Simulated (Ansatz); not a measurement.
FHTe (SMILES F[TeH]) moved off its minimum; all values from Ansatz (an electronic-structure program), cores frozen in correlated methods. Elements past Kr take the def2 small-core potentials, without spin–orbit coupling.
(charge 0, multiplicity 1)
```xyz
3

Te     0.2439    -0.1669     0.1928
H      1.3077    -0.3306    -1.0300
F     -1.3299     0.4494    -0.9917
```

Forces at HF/def2-TZVPP (eV/Å):

```csv
atom,Fx,Fy,Fz
Te1,-2.658,0.968,-1.416
H2,0.046,0.030,-0.350
F3,2.612,-0.998,1.765
```

Q: Give the forces (eV/Å), the total energy and the dipole at CCSD(T)/def2-TZVPPD.

A: 
| atom | Fx | Fy | Fz |
|---|---|---|---|
| Te1 | -2.105 | 0.703 | -0.616 |
| H2 | 0.292 | -0.014 | -0.582 |
| F3 | 1.813 | -0.689 | 1.198 |
Energy -367.4670 hartree, dipole 2.91 D.
